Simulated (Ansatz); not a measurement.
`C=CCN([SiH3])C=C`, 18 atoms. Charge 0, multiplicity 1. All runs use 2 threads of an AMD EPYC 7R13 on a shared host and a share of an NVIDIA H100 80 GB. Correlated methods freeze the cores. Open-shell runs search over several starts.

Q: How many basis functions does each run have, and how long does it take in Ansatz? RHF-CCSD(T)/def2-TZVPP energy; UKS B3LYP-D4/def2-TZVPP energy of the cation; RKS PBE0-D4/def2-QZVPP energy; RHF-CCSD(T)/def2-SVP energy; RKS B2PLYP (frozen core)/def2-TZVPP energy; UKS B2PLYP (frozen core)/def2-TZVPP energy of the cation; UHF-CCSD(T)/def2-TZVPP energy of the cation; RKS PBE0-D4/def2-TZVP relaxation (26 steps); RKS r2SCAN-D4/def2-TZVPP energy and forces; UHF-MP2/def2-QZVPP energy of the cation; RHF-MP2/def2-QZVPP energy; RKS ωB97M-V/def2-QZVPP energy. (An estimate is asked.)

A: Ansatz gave: Other jobs shared the machine, so times are rough.

```json
{"level": "RKS r2SCAN-D4/def2-TZVPP", "job": "energy and forces", "functions": "382", "wall time": "8 s", "peak host memory (GiB)": "0.91"}
{"level": "RKS B2PLYP (frozen core)/def2-TZVPP", "job": "energy", "functions": "382", "wall time": "8.5 s", "peak host memory (GiB)": "1.8"}
{"level": "RKS PBE0-D4/def2-QZVPP", "job": "energy", "functions": "742", "wall time": "9 s", "peak host memory (GiB)": "1.3"}
{"level": "RKS ωB97M-V/def2-QZVPP", "job": "energy", "functions": "742", "wall time": "10 s", "peak host memory (GiB)": "1.4"}
{"level": "RHF-CCSD(T)/def2-SVP", "job": "energy", "functions": "157", "wall time": "10 s", "peak host memory (GiB)": "0.89"}
{"level": "UKS B3LYP-D4/def2-TZVPP", "job": "energy of the cation", "functions": "382", "wall time": "11 s", "peak host memory (GiB)": "0.95"}
{"level": "RHF-MP2/def2-QZVPP", "job": "energy", "functions": "742", "wall time": "14 s", "peak host memory (GiB)": "1.4"}
{"level": "UKS B2PLYP (frozen core)/def2-TZVPP", "job": "energy of the cation", "functions": "382", "wall time": "16 s", "peak host memory (GiB)": "1.8"}
{"level": "RHF-CCSD(T)/def2-TZVPP", "job": "energy", "functions": "382", "wall time": "18 s", "peak host memory (GiB)": "0.89"}
{"level": "UHF-MP2/def2-QZVPP", "job": "energy of the cation", "functions": "742", "wall time": "45 s", "peak host memory (GiB)": "1.6"}
{"level": "RKS PBE0-D4/def2-TZVP", "job": "relaxation (26 steps)", "functions": "289", "wall time": "50 s", "peak host memory (GiB)": "0.92"}
{"level": "UHF-CCSD(T)/def2-TZVPP", "job": "energy of the cation", "functions": "382", "wall time": "2.7 min", "peak host memory (GiB)": "2.5"}
```

B3LYP here is the variant with VWN-RPA as its local correlation; programs differ in this.
